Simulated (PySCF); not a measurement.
CH$_{2}$Cl, charge -1, singlet, at a GFN2-xTB geometry; PySCF with DF-HF/def2-QZVP.

The PySCF input:
```python
from pyscf import gto, scf

mol = gto.M(
    atom='''
C     0.003763    0.162179   -1.249589
Cl   -0.001562    0.000183    0.619069
H     0.884064   -0.491403   -1.511094
H    -0.880087   -0.484781   -1.515547
''',
    basis='def2-qzvp',
    charge=-1,
    spin=0,
    verbose=4,
)

mf = scf.RHF(mol)
mf = mf.density_fit(auxbasis='def2-universal-jkfit')
mf.kernel()
```

Output, abridged:

```
PySCF version 2.14.0

[INPUT] verbose = 4
[INPUT] num. atoms = 4
[INPUT] num. electrons = 26
[INPUT] charge = -1
[INPUT] spin (= nelec alpha-beta = 2S) = 0
[INPUT] symmetry False subgroup None
[INPUT] Mole.unit = angstrom
[INPUT] Symbol           X                Y                Z      unit          X                Y                Z       unit  Magmom
[INPUT]  1 C      0.003763000000   0.162179000000  -1.249589000000 AA    0.007111039407   0.306473893156  -2.361380978269 Bohr   0.0
[INPUT]  2 Cl    -0.001562000000   0.000183000000   0.619069000000 AA   -0.002951752207   0.000345819881   1.169870862208 Bohr   0.0
[INPUT]  3 H      0.884064000000  -0.491403000000  -1.511094000000 AA    1.670638836587  -0.928617086790  -2.855553808474 Bohr   0.0
[INPUT]  4 H     -0.880087000000  -0.484781000000  -1.515547000000 AA   -1.663123395790  -0.916103320393  -2.863968758906 Bohr   0.0

nuclear repulsion = 42.3384667314705
number of shells = 59
number of NR pGTOs = 248
number of NR cGTOs = 187
basis = def2-qzvp
ecp = {}

******** <class 'pyscf.df.df_jk.DFRHF'> ********
method = DFRHF
initial guess = minao
damping factor = 0
level_shift factor = 0
DIIS = <class 'pyscf.scf.diis.CDIIS'>
diis_start_cycle = 1
diis_space = 8
diis_damp = 0
SCF conv_tol = 1e-09
SCF conv_tol_grad = None
SCF max_cycles = 50
direct_scf = False
Set gradient conv threshold to 3.16228e-05
Initial guess from minao.
******** <class 'pyscf.df.df.DF'> ********
auxbasis = def2-universal-jkfit
init E= -498.255571207427
  HOMO = -0.174809934743564  LUMO = 0.0541904494575817  gap/eV = 6.23142
cycle= 1 E= -498.472570014411  delta_E= -0.217  |g|= 0.261  |ddm|= 1.22
  HOMO = -0.0476861115713436  LUMO = 0.28888251219388  gap/eV = 9.15850
cycle= 2 E= -498.494368253118  delta_E= -0.0218  |g|= 0.0991  |ddm|= 0.435
  HOMO = -0.0741294025586825  LUMO = 0.289031215578935  gap/eV = 9.88210
cycle= 3 E= -498.496988781704  delta_E= -0.00262  |g|= 0.0289  |ddm|= 0.113
  HOMO = -0.0753791663568677  LUMO = 0.288837187444172  gap/eV = 9.91083
cycle= 4 E= -498.497544079971  delta_E= -0.000555  |g|= 0.0114  |ddm|= 0.0838
  HOMO = -0.0759480036362703  LUMO = 0.288747429759449  gap/eV = 9.92387
cycle= 5 E= -498.49772748533  delta_E= -0.000183  |g|= 0.00452  |ddm|= 0.0743
  HOMO = -0.0757848409564303  LUMO = 0.288902948504882  gap/eV = 9.92366
cycle= 6 E= -498.497766370396  delta_E= -3.89e-05  |g|= 0.00173  |ddm|= 0.0468
  HOMO = -0.0759000028597541  LUMO = 0.288912369507115  gap/eV = 9.92705
cycle= 7 E= -498.497771091883  delta_E= -4.72e-06  |g|= 0.000626  |ddm|= 0.0164
  HOMO = -0.075847326141016  LUMO = 0.288942747426349  gap/eV = 9.92644
cycle= 8 E= -498.497771680036  delta_E= -5.88e-07  |g|= 0.000232  |ddm|= 0.0047
  HOMO = -0.0759048184121554  LUMO = 0.288936093015956  gap/eV = 9.92783
cycle= 9 E= -498.497771738205  delta_E= -5.82e-08  |g|= 9.65e-05  |ddm|= 0.000932
  HOMO = -0.0758887580567063  LUMO = 0.288941397314296  gap/eV = 9.92753
cycle= 10 E= -498.497771748176  delta_E= -9.97e-09  |g|= 3e-05  |ddm|= 0.000501
  HOMO = -0.0758884049979116  LUMO = 0.288941924860892  gap/eV = 9.92754
cycle= 11 E= -498.497771749371  delta_E= -1.2e-09  |g|= 8.37e-06  |ddm|= 0.000261
  HOMO = -0.0758888900325019  LUMO = 0.288941988090632  gap/eV = 9.92755
cycle= 12 E= -498.497771749435  delta_E= -6.46e-11  |g|= 2.49e-06  |ddm|= 4.63e-05
  HOMO = -0.0758888237044602  LUMO = 0.288942036128611  gap/eV = 9.92755
Extra cycle  E= -498.497771749441  delta_E= -5.46e-12  |g|= 1.24e-06  |ddm|= 6.93e-06
converged SCF energy = -498.497771749441
```
